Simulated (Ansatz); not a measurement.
Geometry optimisation, RKS r2SCAN/STO-3G in Ansatz.

input.yaml

```yaml
crystal:
  periodic: [false, false, false]
  atoms:
    - { symbol: Cl, position_ang: [-3.5905, -0.2058, -0.6428] }
    - { symbol: Al, position_ang: [-1.5174, 0.4349, -0.5625] }
    - { symbol: C, position_ang: [-0.274, 0.7113, 0.9542] }
    - { symbol: C, position_ang: [1.0521, -0.0687, 0.4812] }
    - { symbol: Si, position_ang: [0.446, -0.6392, -1.2305] }
    - { symbol: H, position_ang: [-0.6502, 0.3077, 1.911] }
    - { symbol: H, position_ang: [0.0269, 1.7896, 1.0899] }
    - { symbol: H, position_ang: [1.9184, 0.5826, 0.4151] }
    - { symbol: H, position_ang: [1.1713, -0.944, 1.1753] }
    - { symbol: H, position_ang: [1.1711, 0.0668, -2.2617] }
    - { symbol: H, position_ang: [0.3115, -2.0922, -1.3084] }
basis:
  gaussian: { orbitals: STO-3G }
hamiltonian:
  xc: r2scan
relax:
  f_tol: 0.02
  max_steps: 40
output:
  orbitals: {}
```

Command:

```bash
$ ansatz run input.yaml --threads 1 --pin off --max-ram 2048MiB --backend cpu --events-out ev --progress --plain --runs-dir out
```

**Question.** Where does it end, and by what steps?

**Answer.** The run converged. Limits of this set-up: minimal basis. After 9 steps the energy has fallen by 0.826 eV; H11 moved furthest, 0.43 Å.

| step | energy less start (eV) | largest force component (eV/Å) | accepted |
| --- | --- | --- | --- |
| 0 | 0.0000 | 2.601 | yes |
| 1 | -0.6643 | 1.352 | yes |
| 2 | -0.7457 | 0.714 | yes |
| 3 | -0.7907 | 0.197 | yes |
| 4 | -0.8072 | 0.304 | yes |
| 5 | -0.8168 | 0.360 | yes |
| 6 | -0.8055 | 0.339 | no |
| 7 | -0.8250 | 0.091 | yes |
| 8 | -0.8259 | 0.034 | yes |
| 9 | -0.8260 | 0.011 | yes |

```xyz
11
Properties=species:S:1:pos:R:3
Cl -3.571 0.182 -0.626
Al -1.500 0.103 -0.389
C -0.331 0.700 1.010
C 0.943 -0.087 0.471
Si 0.419 -0.707 -1.276
H -0.556 0.451 2.056
H -0.139 1.783 0.980
H 1.840 0.548 0.472
H 1.155 -0.940 1.132
H 1.100 0.026 -2.327
H 0.706 -2.114 -1.483
```

Time of the run: 52 s on 1 thread of Arm Neoverse V2, on a shared host, peak memory 0.17 GiB.
